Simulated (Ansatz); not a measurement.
Cost and result for the atomization energy of CH7BFGeN (12 atoms, 12 bonds).

Cartesian coordinates in Å:
```
B 1.168 0.454 -0.713
Ge -0.410 1.796 0.170
F -1.649 1.956 -1.089
N -0.041 -0.307 -0.378
C -0.091 -1.299 0.684
H 2.090 0.373 0.042
H 1.273 0.871 -1.826
H -1.339 1.273 1.328
H -0.718 -0.460 -1.114
H 0.509 -0.953 1.527
H -1.115 -1.451 1.025
H 0.323 -2.253 0.344
```

The species carries charge 0 and has multiplicity 1. Correlated methods include outer-core shells of Ge, which these sets cover unevenly. Scalar relativity is left out up to krypton. The bonds changed during the relaxation, so this is another structure than the one it started from. The geometry is a stationary point of PBE0-D4/def2-TZVP. It is one conformer, not always the lowest. Program: Ansatz. All runs use 4 threads of an Intel Xeon 6975P-C on a shared host. Times are those of one run each, without the atoms' runs, and a repeat can differ threefold. Electronic energies, without spin–orbit coupling; frozen cores. CCSD(T)/CBS adds CCSD(T) − MP2 in def2-TZVPP to the MP2 limit, and its time is that of the two runs behind it. T1 = 0.014. With those shells the extrapolation isn't a true limit. B3LYP takes the VWN-RPA correlation (the form of Gaussian; ORCA's B3LYP/G).

CCSD(T)/CBS is a level of theory with its own doubt, some kJ/mol a heavy atom from the limit and from the frozen cores, so smaller differences don't rank the functionals.

```json
{"level": "PBE-D4/def2-TZVPP (with forces)", "functions": "270", "wall time": "1.8 s"}
{"level": "PBE0-D4/def2-TZVPP", "functions": "270", "wall time": "2.2 s"}
{"level": "r2SCAN-D4/def2-TZVPP (with forces)", "functions": "270", "wall time": "3 s"}
{"level": "B3LYP-D4/def2-TZVPP (with forces)", "functions": "270", "wall time": "3.4 s"}
{"level": "B2PLYP/def2-TZVPP", "functions": "270", "wall time": "4.1 s"}
{"level": "ωB97X-V/def2-TZVPP", "functions": "270", "wall time": "5 s"}
{"level": "ωB97M-V/def2-TZVPP (with forces)", "functions": "270", "wall time": "7.5 s"}
{"level": "MP2/def2-QZVPP", "functions": "527", "wall time": "22 s"}
{"level": "CCSD(T)/def2-TZVPP", "functions": "270", "wall time": "90 s"}
{"level": "CCSD(T)/CBS(def2)", "functions": "–", "wall time": "110 s"}
```

What atomization energy does each give, and how far from CCSD(T)/CBS? (An estimate is asked.)

Ansatz gave: 
```csv
level,atomization (kcal/mol),difference from CCSD(T)/CBS,per bond
PBE-D4/def2-TZVPP (with forces),1018.7,21.0,1.7
PBE0-D4/def2-TZVPP,997.9,0.2,0.0
r2SCAN-D4/def2-TZVPP (with forces),1001.8,4.1,0.3
B3LYP-D4/def2-TZVPP (with forces),1001.8,4.1,0.3
B2PLYP/def2-TZVPP,988.8,-8.9,-0.7
ωB97X-V/def2-TZVPP,1000.6,2.9,0.2
ωB97M-V/def2-TZVPP (with forces),1000.0,2.3,0.2
MP2/def2-QZVPP,999.1,1.4,0.1
CCSD(T)/def2-TZVPP,972.9,-24.8,-2.1
CCSD(T)/CBS(def2),997.7,0.0,0.0
```

The D4 term adds +9.6 kcal/mol with B3LYP and +5.0 kcal/mol with PBE0; it sums over pairs of atoms, weighted by their polarisabilities, and B3LYP, whose exchange is more repulsive, gets the larger term. From PBE to PBE0 (25 % exact exchange), in def2-TZVPP and without D4, the atomization energy moves by −19.8 kcal/mol: exact exchange takes away binding that semilocal exchange gives to molecules. In def2-TZVPP, CCSD(T) changes the Hartree–Fock value by +255.9 kcal/mol (the triples alone add +15.2 kcal/mol) and MP2 by +267.5 kcal/mol; breaking electron pairs costs correlation energy, which Hartree–Fock lacks.
